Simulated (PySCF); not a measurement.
## Computed properties of Sn(F)(Cl)2(OH) (Cl2FHOSn), SMILES [OH][Sn]([F])([Cl])[Cl]

Cl₂FHOSn, SMILES [OH][Sn]([F])([Cl])[Cl]. Coordinates come from a B3LYP-D3(BJ)/def2-SVP optimisation. The structure was generated by enumeration; whether it is a known compound was not checked. The def2 effective core potentials stand for the cores of Sn; spin–orbit coupling is left out. The values are those of a single conformer. All values are computed for the isolated molecule unless a solvent is named; none is compared with measurement here.

**Structure.** The optimised structure has Cs symmetry. All 12 harmonic modes at B3LYP-D3(BJ)/def2-SVP (PySCF) are real, so it is a minimum. With heavy atoms numbered as in [OH:1][Sn:2]([F:3])([Cl:4])[Cl:5], the shortest bond between them is Sn2–F3 at 1.933 Å and the longest Sn2–Cl4 at 2.328 Å.

**Vibrations.** The strongest infrared lines (harmonic, unscaled, degenerate partners summed) lie at 3790 cm⁻¹ (114 km/mol, H 94 %), 403 cm⁻¹ (78 km/mol, Cl 70 %, Sn 29 %), 647 cm⁻¹ (61 km/mol, F 51 %, O 33 %, Sn 16 %). The softest mode is at 47 cm⁻¹ and the zero-point energy is 10.7 kcal/mol.

**Electronic structure.** M06-2X/def2-TZVP (PySCF) places the frontier levels at -11.21 and -2.19 eV, a gap of 9.02 eV, and gives a dipole moment of 0.91 D and a mean polarisability of 61.3 bohr³. PBE/def2-TZVP (PySCF) at the same geometry gives -8.11 and -4.19 eV, so its gap is 5.10 eV narrower. An orbital gap is neither the optical nor the fundamental gap.

**Excitations.** TDA-M06-2X/def2-SVPD (PySCF) has S1 at 5.60 eV (222 nm, f = 0.000, dark); the most intense of the 10 singlets computed lies at 7.57 eV (f = 0.23). T1 (TDA) is at 5.21 eV, 0.39 eV under S1. TDA-PBE/def2-SVPD (PySCF) puts S1 at 4.01 eV. No vertical singlet excitation falls in the visible range (under 3.1 eV).
